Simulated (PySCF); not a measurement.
Simulation results for AlBFH₂

Computed with PySCF 2.14.0. Calculation on a computer-drawn molecule: vertical ionisation energy to the stated ion spin, frozen-core CCSD(T) at the basis limit and cheaper methods, single-reference cases, UHF for radicals, no spin-orbit; all values are single points at the evaluated structure, the first of each entry, which is the reference or a displaced copy of it and isn't optimised; the reference structure only sets the zero of the energies above reference; triples share is (T) over the correlation energy.

Common to all runs: charge 0; multiplicity 2; ion multiplicity 1; diffuse functions no; basis cc-pV(n+d)Z; reference is the Hartree-Fock double-zeta minimum; best is HF at quadruple zeta + MP2 correlation extrapolated from triple and quadruple zeta + CCSD(T) minus MP2 at triple zeta; basis step is the size of the change from the same recipe one zeta lower.

(1) AlBFH₂

Evaluated structure:
```xyz
5
AlBFH2
B     -2.4535    -0.4197     3.1640
Al    -1.3855    -1.8507     2.1182
F      0.2143    -1.7876     2.0542
H     -2.8507     0.5121     2.5745
H     -2.7880    -0.5671     4.3458
```

Reference structure:
```xyz
5
AlBFH2
B     -2.4605    -0.3918     3.1692
Al    -1.3376    -1.8899     2.0990
F      0.3203    -1.8024     1.9861
H     -2.9435     0.5442     2.5910
H     -2.7681    -0.5586     4.3187
```

Results for AlBFH₂: ionisation energy best 7.641 eV; ionisation energy basis step 0.03084 eV; energy above reference best 2.258 kcal/mol; energy above reference basis step 0.3568 kcal/mol; total energy HF triple zeta -367.2679 hartree; total energy CCSD(T) triple zeta -367.7083 hartree; total energy best -367.7822 hartree; T1 diagnostic at triple zeta 0.02626; D1 diagnostic at triple zeta 0.1114; spin squared at triple zeta 0.8152; ion T1 diagnostic at triple zeta 0.01495; ion D1 diagnostic at triple zeta 0.03731; triples share at triple zeta 0.02964; basis functions triple zeta 127; dipole magnitude HF at triple zeta 1.143 debye; dipole magnitude CCSD unrelaxed at triple zeta 0.9402 debye; dipole magnitude PBE at triple zeta 1.124 debye; dipole magnitude r2SCAN at triple zeta 1.066 debye; dipole magnitude B3LYP at triple zeta 1.071 debye; dipole magnitude wB97X at triple zeta 0.947 debye.

Drawn bonds:
| atom | other atom | order |
| --- | --- | --- |
| 1 | 2 | 1 |
| 2 | 3 | 1 |
| 1 | 4 | 1 |
| 1 | 5 | 1 |

Triple zeta:
| method | ionisation energy (eV) | energy above reference (kcal/mol) |
| --- | --- | --- |
| HF | 7.395 | 1.977 |
| PBE | 7.745 | 2.412 |
| r2SCAN | 7.861 | 1.754 |
| B3LYP | 7.764 | 2.177 |
| wB97X | 7.623 | 2.201 |
| MP2 | 7.463 | 2.69 |
| CCSD | 7.579 | 2.273 |
| CCSD(T) | 7.587 | 2.367 |

(2) AlBFH₂

Evaluated structure:
```xyz
5
AlBFH2
B     -2.4535    -0.4197     3.1640
Al    -1.3855    -1.8507     2.1182
F      0.3361    -1.7828     2.0493
H     -2.8507     0.5121     2.5745
H     -2.7880    -0.5671     4.3458
```

Reference structure:
```xyz
5
AlBFH2
B     -2.4605    -0.3918     3.1692
Al    -1.3376    -1.8899     2.0990
F      0.3203    -1.8024     1.9861
H     -2.9435     0.5442     2.5910
H     -2.7681    -0.5586     4.3187
```

The calculation gives: ionisation energy best 7.838 eV; ionisation energy basis step 0.04013 eV; energy above reference best 2.146 kcal/mol; energy above reference basis step 0.05025 kcal/mol; total energy HF triple zeta -367.2654 hartree; total energy CCSD(T) triple zeta -367.7084 hartree; total energy best -367.7824 hartree; T1 diagnostic at triple zeta 0.02586; D1 diagnostic at triple zeta 0.1065; spin squared at triple zeta 0.8109; ion T1 diagnostic at triple zeta 0.01676; ion D1 diagnostic at triple zeta 0.04225; triples share at triple zeta 0.03042; basis functions triple zeta 127; dipole magnitude HF at triple zeta 1.856 debye; dipole magnitude CCSD unrelaxed at triple zeta 1.529 debye; dipole magnitude PBE at triple zeta 1.448 debye; dipole magnitude r2SCAN at triple zeta 1.466 debye; dipole magnitude B3LYP at triple zeta 1.568 debye; dipole magnitude wB97X at triple zeta 1.575 debye.

Drawn bonds:
| atom | other atom | order |
| --- | --- | --- |
| 1 | 2 | 1 |
| 2 | 3 | 1 |
| 1 | 4 | 1 |
| 1 | 5 | 1 |

Triple zeta:
| method | ionisation energy (eV) | energy above reference (kcal/mol) |
| --- | --- | --- |
| HF | 7.615 | 3.538 |
| PBE | 7.909 | 1.305 |
| r2SCAN | 8.037 | 1.872 |
| B3LYP | 7.947 | 1.922 |
| wB97X | 7.82 | 2.125 |
| MP2 | 7.655 | 2.293 |
| CCSD | 7.775 | 2.488 |
| CCSD(T) | 7.775 | 2.319 |

(3) AlBFH₂

Evaluated structure:
```xyz
5
AlBFH2
B     -2.3467    -0.3804     3.0913
Al    -1.2056    -1.7661     2.1043
F      0.2310    -1.7944     1.8849
H     -2.9763     0.6096     2.6301
H     -2.6117    -0.4915     4.2950
```

Reference structure:
```xyz
5
AlBFH2
B     -2.4605    -0.3918     3.1692
Al    -1.3376    -1.8899     2.0990
F      0.3203    -1.8024     1.9861
H     -2.9435     0.5442     2.5910
H     -2.7681    -0.5586     4.3187
```

The calculation gives: ionisation energy best 7.402 eV; ionisation energy basis step 0.02077 eV; energy above reference best 22.64 kcal/mol; energy above reference basis step 0.7139 kcal/mol; total energy HF triple zeta -367.2380 hartree; total energy CCSD(T) triple zeta -367.6764 hartree; total energy best -367.7497 hartree; T1 diagnostic at triple zeta 0.02939; D1 diagnostic at triple zeta 0.1346; spin squared at triple zeta 0.8135; ion T1 diagnostic at triple zeta 0.01283; ion D1 diagnostic at triple zeta 0.03055; triples share at triple zeta 0.02906; basis functions triple zeta 127; dipole magnitude HF at triple zeta 0.1629 debye; dipole magnitude CCSD unrelaxed at triple zeta 0.7622 debye; dipole magnitude PBE at triple zeta 1.323 debye; dipole magnitude r2SCAN at triple zeta 1.214 debye; dipole magnitude B3LYP at triple zeta 1.027 debye; dipole magnitude wB97X at triple zeta 0.662 debye.

Drawn bonds:
| atom | other atom | order |
| --- | --- | --- |
| 1 | 2 | 1 |
| 2 | 3 | 1 |
| 1 | 4 | 1 |
| 1 | 5 | 1 |

Triple zeta:
| method | ionisation energy (eV) | energy above reference (kcal/mol) |
| --- | --- | --- |
| HF | 7.078 | 20.72 |
| PBE | 7.573 | 22.75 |
| r2SCAN | 7.66 | 20.97 |
| B3LYP | 7.551 | 22.28 |
| wB97X | 7.362 | 22.28 |
| MP2 | 7.216 | 23.64 |
| CCSD | 7.335 | 22.1 |
| CCSD(T) | 7.359 | 22.39 |

(4) AlBFH₂

Evaluated structure:
```xyz
5
AlBFH2
B     -2.3791    -0.3128     3.0725
Al    -1.3997    -1.8807     2.1269
F      0.3083    -1.7843     1.9879
H     -2.9014     0.5694     2.5837
H     -2.8244    -0.4790     4.3390
```

Reference structure:
```xyz
5
AlBFH2
B     -2.4605    -0.3918     3.1692
Al    -1.3376    -1.8899     2.0990
F      0.3203    -1.8024     1.9861
H     -2.9435     0.5442     2.5910
H     -2.7681    -0.5586     4.3187
```

The calculation gives: ionisation energy best 8.038 eV; ionisation energy basis step 0.03632 eV; energy above reference best 8.02 kcal/mol; energy above reference basis step 0.00736 kcal/mol; total energy HF triple zeta -367.2556 hartree; total energy CCSD(T) triple zeta -367.6991 hartree; total energy best -367.7730 hartree; T1 diagnostic at triple zeta 0.02465; D1 diagnostic at triple zeta 0.09716; spin squared at triple zeta 0.8091; ion T1 diagnostic at triple zeta 0.01715; ion D1 diagnostic at triple zeta 0.04391; triples share at triple zeta 0.03054; basis functions triple zeta 127; dipole magnitude HF at triple zeta 1.69 debye; dipole magnitude CCSD unrelaxed at triple zeta 1.465 debye; dipole magnitude PBE at triple zeta 1.487 debye; dipole magnitude r2SCAN at triple zeta 1.494 debye; dipole magnitude B3LYP at triple zeta 1.553 debye; dipole magnitude wB97X at triple zeta 1.475 debye.

Drawn bonds:
| atom | other atom | order |
| --- | --- | --- |
| 1 | 2 | 1 |
| 2 | 3 | 1 |
| 1 | 4 | 1 |
| 1 | 5 | 1 |

Triple zeta:
| method | ionisation energy (eV) | energy above reference (kcal/mol) |
| --- | --- | --- |
| HF | 7.853 | 9.662 |
| PBE | 8.091 | 6.964 |
| r2SCAN | 8.233 | 7.668 |
| B3LYP | 8.148 | 7.825 |
| wB97X | 8.024 | 8.087 |
| MP2 | 7.866 | 8.409 |
| CCSD | 7.983 | 8.377 |
| CCSD(T) | 7.978 | 8.165 |

(5) AlBFH₂

Evaluated structure:
```xyz
5
AlBFH2
B     -2.4377    -0.4156     3.0692
Al    -1.3407    -1.9444     2.1281
F      0.3771    -1.8454     2.0506
H     -2.8092     0.5520     2.4952
H     -2.7550    -0.5638     4.3697
```

Reference structure:
```xyz
5
AlBFH2
B     -2.4605    -0.3918     3.1692
Al    -1.3376    -1.8899     2.0990
F      0.3203    -1.8024     1.9861
H     -2.9435     0.5442     2.5910
H     -2.7681    -0.5586     4.3187
```

The calculation gives: ionisation energy best 7.834 eV; ionisation energy basis step 0.03904 eV; energy above reference best 6.412 kcal/mol; energy above reference basis step 0.02075 kcal/mol; total energy HF triple zeta -367.2587 hartree; total energy CCSD(T) triple zeta -367.7018 hartree; total energy best -367.7756 hartree; T1 diagnostic at triple zeta 0.02412; D1 diagnostic at triple zeta 0.09471; spin squared at triple zeta 0.8041; ion T1 diagnostic at triple zeta 0.01688; ion D1 diagnostic at triple zeta 0.04221; triples share at triple zeta 0.03051; basis functions triple zeta 127; dipole magnitude HF at triple zeta 1.859 debye; dipole magnitude CCSD unrelaxed at triple zeta 1.562 debye; dipole magnitude PBE at triple zeta 1.445 debye; dipole magnitude r2SCAN at triple zeta 1.474 debye; dipole magnitude B3LYP at triple zeta 1.588 debye; dipole magnitude wB97X at triple zeta 1.607 debye.

Drawn bonds:
| atom | other atom | order |
| --- | --- | --- |
| 1 | 2 | 1 |
| 2 | 3 | 1 |
| 1 | 4 | 1 |
| 1 | 5 | 1 |

Triple zeta:
| method | ionisation energy (eV) | energy above reference (kcal/mol) |
| --- | --- | --- |
| HF | 7.632 | 7.731 |
| PBE | 7.88 | 5.391 |
| r2SCAN | 8.016 | 6.354 |
| B3LYP | 7.931 | 6.484 |
| wB97X | 7.821 | 6.417 |
| MP2 | 7.662 | 6.606 |
| CCSD | 7.775 | 6.65 |
| CCSD(T) | 7.77 | 6.452 |

(6) AlBFH₂

Evaluated structure:
```xyz
5
AlBFH2
B     -2.4613    -0.3897     3.1666
Al    -1.3436    -1.8839     2.0937
F      0.3190    -1.7940     1.9897
H     -2.9366     0.5420     2.5864
H     -2.7766    -0.5648     4.3143
```

Reference structure:
```xyz
5
AlBFH2
B     -2.4605    -0.3918     3.1692
Al    -1.3376    -1.8899     2.0990
F      0.3203    -1.8024     1.9861
H     -2.9435     0.5442     2.5910
H     -2.7681    -0.5586     4.3187
```

Results for AlBFH₂: ionisation energy best 7.743 eV; ionisation energy basis step 0.03482 eV; energy above reference best -0.02221 kcal/mol; energy above reference basis step 0.008017 kcal/mol; total energy HF triple zeta -367.2709 hartree; total energy CCSD(T) triple zeta -367.7121 hartree; total energy best -367.7858 hartree; T1 diagnostic at triple zeta 0.02427; D1 diagnostic at triple zeta 0.0978; spin squared at triple zeta 0.8097; ion T1 diagnostic at triple zeta 0.0159; ion D1 diagnostic at triple zeta 0.03954; triples share at triple zeta 0.02997; basis functions triple zeta 127; dipole magnitude HF at triple zeta 1.523 debye; dipole magnitude CCSD unrelaxed at triple zeta 1.259 debye; dipole magnitude PBE at triple zeta 1.227 debye; dipole magnitude r2SCAN at triple zeta 1.225 debye; dipole magnitude B3LYP at triple zeta 1.314 debye; dipole magnitude wB97X at triple zeta 1.307 debye.

Drawn bonds:
| atom | other atom | order |
| --- | --- | --- |
| 1 | 2 | 1 |
| 2 | 3 | 1 |
| 1 | 4 | 1 |
| 1 | 5 | 1 |

Triple zeta:
| method | ionisation energy (eV) | energy above reference (kcal/mol) |
| --- | --- | --- |
| HF | 7.516 | 0.06665 |
| PBE | 7.821 | -0.06485 |
| r2SCAN | 7.948 | -0.0345 |
| B3LYP | 7.857 | -0.04897 |
| wB97X | 7.736 | -0.02403 |
| MP2 | 7.573 | -0.006615 |
| CCSD | 7.683 | 0.00595 |
| CCSD(T) | 7.684 | -0.00549 |

(7) AlBFH₂

Evaluated structure:
```xyz
5
AlBFH2
B     -2.4298    -0.4026     3.1813
Al    -1.3952    -1.8909     2.0941
F      0.3778    -1.8303     1.9666
H     -2.9591     0.5257     2.5976
H     -2.7569    -0.5755     4.3055
```

Reference structure:
```xyz
5
AlBFH2
B     -2.4605    -0.3918     3.1692
Al    -1.3376    -1.8899     2.0990
F      0.3203    -1.8024     1.9861
H     -2.9435     0.5442     2.5910
H     -2.7681    -0.5586     4.3187
```

Results for AlBFH₂: ionisation energy best 7.988 eV; ionisation energy basis step 0.04373 eV; energy above reference best 3.65 kcal/mol; energy above reference basis step 0.3436 kcal/mol; total energy HF triple zeta -367.2623 hartree; total energy CCSD(T) triple zeta -367.7061 hartree; total energy best -367.7800 hartree; T1 diagnostic at triple zeta 0.02512; D1 diagnostic at triple zeta 0.1; spin squared at triple zeta 0.81; ion T1 diagnostic at triple zeta 0.01773; ion D1 diagnostic at triple zeta 0.04503; triples share at triple zeta 0.03078; basis functions triple zeta 127; dipole magnitude HF at triple zeta 2.124 debye; dipole magnitude CCSD unrelaxed at triple zeta 1.784 debye; dipole magnitude PBE at triple zeta 1.649 debye; dipole magnitude r2SCAN at triple zeta 1.689 debye; dipole magnitude B3LYP at triple zeta 1.814 debye; dipole magnitude wB97X at triple zeta 1.843 debye.

Drawn bonds:
| atom | other atom | order |
| --- | --- | --- |
| 1 | 2 | 1 |
| 2 | 3 | 1 |
| 1 | 4 | 1 |
| 1 | 5 | 1 |

Triple zeta:
| method | ionisation energy (eV) | energy above reference (kcal/mol) |
| --- | --- | --- |
| HF | 7.783 | 5.486 |
| PBE | 8.041 | 2.408 |
| r2SCAN | 8.179 | 3.499 |
| B3LYP | 8.093 | 3.279 |
| wB97X | 7.976 | 3.611 |
| MP2 | 7.807 | 3.616 |
| CCSD | 7.926 | 4.053 |
| CCSD(T) | 7.921 | 3.769 |

(8) AlBFH₂

Evaluated structure:
```xyz
5
AlBFH2
B     -2.4298    -0.4026     3.1813
Al    -1.3952    -1.8909     2.0941
F      0.3778    -1.8303     1.9666
H     -2.9743     0.5524     2.5808
H     -2.7569    -0.5755     4.3055
```

Reference structure:
```xyz
5
AlBFH2
B     -2.4605    -0.3918     3.1692
Al    -1.3376    -1.8899     2.0990
F      0.3203    -1.8024     1.9861
H     -2.9435     0.5442     2.5910
H     -2.7681    -0.5586     4.3187
```

The calculation gives: ionisation energy best 7.996 eV; ionisation energy basis step 0.04354 eV; energy above reference best 4.34 kcal/mol; energy above reference basis step 0.3206 kcal/mol; total energy HF triple zeta -367.2611 hartree; total energy CCSD(T) triple zeta -367.7050 hartree; total energy best -367.7789 hartree; T1 diagnostic at triple zeta 0.02513; D1 diagnostic at triple zeta 0.09985; spin squared at triple zeta 0.8099; ion T1 diagnostic at triple zeta 0.01776; ion D1 diagnostic at triple zeta 0.0451; triples share at triple zeta 0.03085; basis functions triple zeta 127; dipole magnitude HF at triple zeta 2.102 debye; dipole magnitude CCSD unrelaxed at triple zeta 1.77 debye; dipole magnitude PBE at triple zeta 1.644 debye; dipole magnitude r2SCAN at triple zeta 1.682 debye; dipole magnitude B3LYP at triple zeta 1.804 debye; dipole magnitude wB97X at triple zeta 1.826 debye.

Drawn bonds:
| atom | other atom | order |
| --- | --- | --- |
| 1 | 2 | 1 |
| 2 | 3 | 1 |
| 1 | 4 | 1 |
| 1 | 5 | 1 |

Triple zeta:
| method | ionisation energy (eV) | energy above reference (kcal/mol) |
| --- | --- | --- |
| HF | 7.794 | 6.266 |
| PBE | 8.047 | 2.934 |
| r2SCAN | 8.186 | 4.157 |
| B3LYP | 8.101 | 4.005 |
| wB97X | 7.985 | 4.296 |
| MP2 | 7.816 | 4.373 |
| CCSD | 7.936 | 4.74 |
| CCSD(T) | 7.929 | 4.43 |
